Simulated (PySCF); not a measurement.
CaCl$_{2}$, charge +1, doublet, geometry from GFN2-xTB (such geometries of metal compounds can be far from the true shape) (a state made from the parent by changing its charge; the spin is typed, not shown lowest), atoms displaced at random by about 0.03 Å a coordinate; B3LYP/STO-3G, gradient by finite differences (PySCF).

PySCF was given this input:
```python
from pyscf import gto, scf, dft

mol = gto.Mole()
mol.atom = '''
    Ca    0.772350   -0.845122    0.549507
    Cl    0.604400    0.770576   -1.314037
    Cl   -1.424643    0.270490    0.610551
'''
mol.basis = 'sto-3g'
mol.charge = 1
mol.spin = 1
mol.verbose = 4
mol.build()

mf = dft.UKS(mol)
mf.xc = 'b3lyp'
mf.conv_tol = 1e-11
mf.kernel()
scan, done = mf.as_scanner(), []
scan.scf_summary = {}
def energy(d):
    c = mol.atom_coords()
    c[1, 1] += d
    e = scan(mol.set_geom_(c, unit='Bohr', inplace=False))
    done.append(scan.converged)
    return e
h = 1e-3
fd = (energy(h) - energy(-h)) / (2 * h)
print('dE/dx =', fd)
```

It wrote (shortened):

```
PySCF version 2.14.0

[INPUT] verbose = 4
[INPUT] num. atoms = 3
[INPUT] num. electrons = 53
[INPUT] charge = 1
[INPUT] spin (= nelec alpha-beta = 2S) = 1
[INPUT] symmetry False subgroup None
[INPUT] Mole.unit = angstrom
[INPUT] Symbol           X                Y                Z      unit          X                Y                Z       unit  Magmom
[INPUT]  1 Ca     0.772350000000  -0.845122000000   0.549507000000 AA    1.459529972308  -1.597049121845   1.038417733531 Bohr   0.0
[INPUT]  2 Cl     0.604400000000   0.770576000000  -1.314037000000 AA    1.142150469687   1.456177598163  -2.483170047545 Bohr   0.0
[INPUT]  3 Cl    -1.424643000000   0.270490000000   0.610551000000 AA   -2.692185095279   0.511152019434   1.153774175079 Bohr   0.0

nuclear repulsion = 199.606743096591
number of shells = 17
number of NR pGTOs = 93
number of NR cGTOs = 31
basis = sto-3g
ecp = {}

******** <class 'pyscf.dft.uks.UKS'> ********
method = UKS
initial guess = minao
damping factor = 0
level_shift factor = 0
DIIS = <class 'pyscf.scf.diis.CDIIS'>
diis_start_cycle = 1
diis_space = 8
diis_damp = 0
SCF conv_tol = 1e-11
SCF conv_tol_grad = None
SCF max_cycles = 50
direct_scf = True
direct_scf_tol = 1e-13
number electrons alpha = 27  beta = 26
XC library pyscf.dft.libxc version 7.1.2
    S. Lehtola, C. Steigemann, M. J. T. Oliveira, and M. A. L. Marques,  SoftwareX 7, 1–5 (2018)
XC functionals = b3lyp
    P. J. Stephens, F. J. Devlin, C. F. Chabalowski, and M. J. Frisch,  J. Phys. Chem. 98, 11623 (1994)
radial grids:
    Treutler-Ahlrichs [JCP 102, 346 (1995); DOI:10.1063/1.469408] (M4) radial grids

becke partition: Becke, JCP 88, 2547 (1988); DOI:10.1063/1.454033
pruning grids: <function nwchem_prune>
grids dens level: 3
symmetrized grids: False
atomic radii adjust function: <function treutler_atomic_radii_adjust>
small_rho_cutoff = 0
Set gradient conv threshold to 3.16228e-06
tot grids = 58184
init E= -1580.20895925064

cycle= 1 E= -1580.88051491388  delta_E= -0.672  |g|= 0.134  |ddm|=  2.1
cycle= 2 E= -1580.89941393141  delta_E= -0.0189  |g|= 0.102  |ddm|= 0.959
cycle= 3 E= -1580.91638606083  delta_E= -0.017  |g|= 0.00488  |ddm|= 0.391
cycle= 4 E= -1580.91642842692  delta_E= -4.24e-05  |g|= 0.00182  |ddm|= 0.0224
cycle= 5 E= -1580.91642752484  delta_E= 9.02e-07  |g|= 0.00198  |ddm|= 0.0123
cycle= 6 E= -1580.91643432861  delta_E= -6.8e-06  |g|= 6.17e-05  |ddm|= 0.00654
cycle= 7 E= -1580.91643436799  delta_E= -3.94e-08  |g|= 2.34e-05  |ddm|= 0.000828
cycle= 8 E= -1580.91643437554  delta_E= -7.56e-09  |g|= 3.49e-06  |ddm|= 0.000503
cycle= 9 E= -1580.91643437566  delta_E= -1.2e-10  |g|= 2.78e-07  |ddm|= 6.86e-05
cycle= 10 E= -1580.91643437566  delta_E= -9.09e-13  |g|= 4.36e-08  |ddm|= 2.77e-06
Extra cycle  E= -1580.91643437566  delta_E= -2.73e-12  |g|= 2.18e-08  |ddm|= 3.9e-07
converged SCF energy = -1580.91643437566  <S^2> = 0.75143887  2S+1 = 2.0014384
Create scanner for <class 'pyscf.dft.uks.UKS'>

WARN: Mole.unit (angstrom) is changed to Bohr

New geometry
   1 Ca     0.772350000000  -0.845122000000   0.549507000000 AA    1.459529972308  -1.597049121845   1.038417733531 Bohr
   2 Cl     0.604400000000   0.771105177211  -1.314037000000 AA    1.142150469687   1.457177598163  -2.483170047545 Bohr
   3 Cl    -1.424643000000   0.270490000000   0.610551000000 AA   -2.692185095279   0.511152019434   1.153774175079 Bohr

******** <class 'pyscf.scf.hf.UKS_Scanner'> ********
method = UKS_Scanner
initial guess = minao
damping factor = 0
level_shift factor = 0
DIIS = <class 'pyscf.scf.diis.CDIIS'>
diis_start_cycle = 1
diis_space = 8
diis_damp = 0
SCF conv_tol = 1e-11
SCF conv_tol_grad = None
SCF max_cycles = 50
direct_scf = True
direct_scf_tol = 1e-13
number electrons alpha = 27  beta = 26
XC library pyscf.dft.libxc version 7.1.2
    S. Lehtola, C. Steigemann, M. J. T. Oliveira, and M. A. L. Marques,  SoftwareX 7, 1–5 (2018)
XC functionals = b3lyp
    P. J. Stephens, F. J. Devlin, C. F. Chabalowski, and M. J. Frisch,  J. Phys. Chem. 98, 11623 (1994)
radial grids:
    Treutler-Ahlrichs [JCP 102, 346 (1995); DOI:10.1063/1.469408] (M4) radial grids

becke partition: Becke, JCP 88, 2547 (1988); DOI:10.1063/1.454033
pruning grids: <function nwchem_prune>
grids dens level: 3
symmetrized grids: False
atomic radii adjust function: <function treutler_atomic_radii_adjust>
small_rho_cutoff = 0
Set gradient conv threshold to 3.16228e-06
tot grids = 58184
init E= -1580.91647934076
cycle= 1 E= -1580.91645527493  delta_E= 2.41e-05  |g|= 5.05e-05  |ddm|= 0.000402
cycle= 2 E= -1580.91645525985  delta_E= 1.51e-08  |g|= 0.000107  |ddm|= 0.000511
cycle= 3 E= -1580.91645527952  delta_E= -1.97e-08  |g|= 3.56e-06  |ddm|= 0.000354
cycle= 4 E= -1580.91645527957  delta_E= -5.48e-11  |g|= 1.46e-06  |ddm|= 2.72e-05
cycle= 5 E= -1580.91645527959  delta_E= -1.64e-11  |g|= 5.34e-07  |ddm|= 1.45e-05
cycle= 6 E= -1580.91645527959  delta_E= 2.05e-12  |g|= 1.31e-07  |ddm|= 9.37e-06
Extra cycle  E= -1580.91645527959  delta_E= -3.41e-12  |g|= 1.67e-07  |ddm|= 1.4e-06
converged SCF energy = -1580.91645527959  <S^2> = 0.75143915  2S+1 = 2.0014386

WARN: Mole.unit (angstrom) is changed to Bohr

New geometry
   1 Ca     0.772350000000  -0.845122000000   0.549507000000 AA    1.459529972308  -1.597049121845   1.038417733531 Bohr
   2 Cl     0.604400000000   0.770046822789  -1.314037000000 AA    1.142150469687   1.455177598163  -2.483170047545 Bohr
   3 Cl    -1.424643000000   0.270490000000   0.610551000000 AA   -2.692185095279   0.511152019434   1.153774175079 Bohr

******** <class 'pyscf.scf.hf.UKS_Scanner'> ********
method = UKS_Scanner
initial guess = minao
damping factor = 0
level_shift factor = 0
DIIS = <class 'pyscf.scf.diis.CDIIS'>
diis_start_cycle = 1
diis_space = 8
diis_damp = 0
SCF conv_tol = 1e-11
SCF conv_tol_grad = None
SCF max_cycles = 50
direct_scf = True
direct_scf_tol = 1e-13
number electrons alpha = 27  beta = 26
XC library pyscf.dft.libxc version 7.1.2
    S. Lehtola, C. Steigemann, M. J. T. Oliveira, and M. A. L. Marques,  SoftwareX 7, 1–5 (2018)
XC functionals = b3lyp
    P. J. Stephens, F. J. Devlin, C. F. Chabalowski, and M. J. Frisch,  J. Phys. Chem. 98, 11623 (1994)
radial grids:
    Treutler-Ahlrichs [JCP 102, 346 (1995); DOI:10.1063/1.469408] (M4) radial grids

becke partition: Becke, JCP 88, 2547 (1988); DOI:10.1063/1.454033
pruning grids: <function nwchem_prune>
grids dens level: 3
symmetrized grids: False
atomic radii adjust function: <function treutler_atomic_radii_adjust>
small_rho_cutoff = 0
Set gradient conv threshold to 3.16228e-06
tot grids = 58184
init E= -1580.91636541621
cycle= 1 E= -1580.91641339806  delta_E= -4.8e-05  |g|= 0.000101  |ddm|= 0.000804
cycle= 2 E= -1580.91641333743  delta_E= 6.06e-08  |g|= 0.000214  |ddm|= 0.00102
cycle= 3 E= -1580.91641341652  delta_E= -7.91e-08  |g|= 7.12e-06  |ddm|= 0.00071
cycle= 4 E= -1580.91641341674  delta_E= -2.22e-10  |g|= 2.91e-06  |ddm|= 5.43e-05
cycle= 5 E= -1580.9164134168  delta_E= -5.82e-11  |g|= 1.07e-06  |ddm|= 2.9e-05
cycle= 6 E= -1580.91641341681  delta_E= -1.18e-11  |g|= 2.62e-07  |ddm|= 1.87e-05
cycle= 7 E= -1580.91641341681  delta_E= 9.09e-13  |g|= 7.91e-08  |ddm|= 3.82e-06
Extra cycle  E= -1580.91641341681  delta_E=    0  |g|= 1.28e-07  |ddm|= 8.48e-07
converged SCF energy = -1580.91641341681  <S^2> = 0.75143859  2S+1 = 2.0014381
dE/dx = -0.020931390849909803
```
